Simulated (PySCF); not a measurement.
# Two-component Hartree-Fock for Sr (strontium, neutral)

Start: [Kr] 5s2. Calculated with PySCF 2.14 in x2c-TZVPall-2c: generalised Hartree-Fock with the X2C-1e Hamiltonian and a Gaussian nucleus; one run each with spin-orbit coupling (SO) switched off, then screened by Boettger's factors. This is a chosen level, not necessarily the ground level.

| spinor shell | electrons | ε, spin-free (eV) | ε, screened SO (eV) | weight of nominal j (screened SO) | rms radius, screened SO (bohr) |
| --- | --- | --- | --- | --- | --- |
| 1s1/2 | 2 | -16197.6 | -16196.9 | 1.000 | 0.0451 |
| 2s1/2 | 2 | -2261.5 | -2261.3 | 1.000 | 0.187 |
| 2p1/2 | 2 | -2003.7 | -2050.8 | 1.000 | 0.164 |
| 2p3/2 | 4 | -2003.7 | -1981.3 | 1.000 | 0.167 |
| 3s1/2 | 2 | -379.70 | -379.66 | 1.000 | 0.523 |
| 3p1/2 | 2 | -293.91 | -301.49 | 1.000 | 0.528 |
| 3p3/2 | 4 | -293.91 | -290.31 | 1.000 | 0.539 |
| 3d3/2 | 4 | -152.04 | -153.17 | 1.000 | 0.545 |
| 3d5/2 | 6 | -152.04 | -151.24 | 1.000 | 0.548 |
| 4s1/2 | 2 | -53.017 | -53.010 | 1.000 | 1.45 |
| 4p1/2 | 2 | -29.795 | -30.666 | 1.000 | 1.66 |
| 4p3/2 | 4 | -29.795 | -29.378 | 1.000 | 1.70 |
| 5s1/2 | 2 | -4.932 | -4.932 | 1.000 | 4.87 |

```json
{"quantity": "E (hartree)", "spin-free": "-3177.19214", "screened SO": "-3177.44067"}
{"quantity": "M_J", "spin-free": "0", "screened SO": "0"}
{"quantity": "⟨J²⟩", "spin-free": "0.000", "screened SO": "0.000"}
{"quantity": "⟨L²⟩", "spin-free": "0.000", "screened SO": "0.006"}
{"quantity": "⟨S²⟩", "spin-free": "0.000", "screened SO": "0.006"}
```

Breit and QED terms are absent; they matter most for the inner s and p1/2 levels.

Densities and radii are taken from the X2C orbitals without a picture-change correction, which distorts them close to the nucleus.

Without spin-orbit coupling the j labels of p, d and f shells carry no meaning; the spin-free column gives the mean over the occupied spinors of each nl shell.
